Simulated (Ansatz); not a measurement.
`[F][Ge][F]` + `[CH3][Mo]([NH2])(=[S])=[S]` → `[NH2][Ge][F]` + `[CH3][Mo]([F])(=[S])=[S]` at 500 K and 1 bar (redistribution).

Calculated with Ansatz (gas phase, PBE0-D4/def2-TZVP geometries, no zero-point term in ΔE). CCSD(T)/CBS adds triple-zeta CCSD(T) − MP2 to the extrapolated MP2 energy (def2 sets, frozen cores). Elements past krypton have def2 core potentials. For Ge, Mo outer-core shells are correlated without core-valence functions, which leaves a few kJ/mol of doubt a bond. Scalar relativity is left out up to krypton. Each species was taken in one conformer, which may not be the lowest.

```csv
species,CCSD(T)/CBS energy (Eh),H − E (kJ/mol),S (J/(mol·K))
`[F][Ge][F]`,-2275.77030,31.8,297.3
`[CH3][Mo]([NH2])(=[S])=[S]`,-959.56113,222.0,440.4
`[NH2][Ge][F]`,-2231.86581,99.7,321.0
`[CH3][Mo]([F])(=[S])=[S]`,-1003.45925,154.4,422.7
```

H − E and S are ideal-gas, rigid-rotor, harmonic terms from PBE0-D4/def2-TZVP, for one conformer and one mirror image of each species. 1 Eh = 2625.50 kJ/mol, R = 8.31446 J/(mol·K).

Task: By hand: ΔE, ΔH, ΔS and ΔG.

Result: ΔE = (-2231.86581) + (-1003.45925) − (-2275.77030) − (-959.56113) = 0.00637 Eh = 16.7 kJ/mol. Δ(H − E) = 99.7 + 154.4 − 31.8 − 222.0 = 0.3, so ΔH = 17.0 kJ/mol. ΔS = 321.0 + 422.7 − 297.3 − 440.4 = 6.0 J/(mol·K). ΔG = 17.0 − 500 × (6.0)/1000 = 14.0 kJ/mol.

Task: By hand: the equilibrium constant, and the temperature at which ΔG would vanish if ΔH and ΔS stayed fixed.

Result: log₁₀ K = −ΔG/(RT ln 10) = -1.5. ΔG = 0 at ΔH/ΔS = 2833 K, far beyond where these terms or the molecules hold.

The number of gas molecules stays the same, so ΔS is small and ΔH decides. A doubt of 5 kJ/mol in ΔE shifts log₁₀ K by 0.5 here. Other conformers and mirror images would add mixing entropy, several J/(mol·K) or more a flexible species. These are equilibria of isolated gas molecules and say nothing of rates. Largest T1 diagnostic: 0.025 (customary marks: 0.02 for closed shells, 0.045 for open ones).
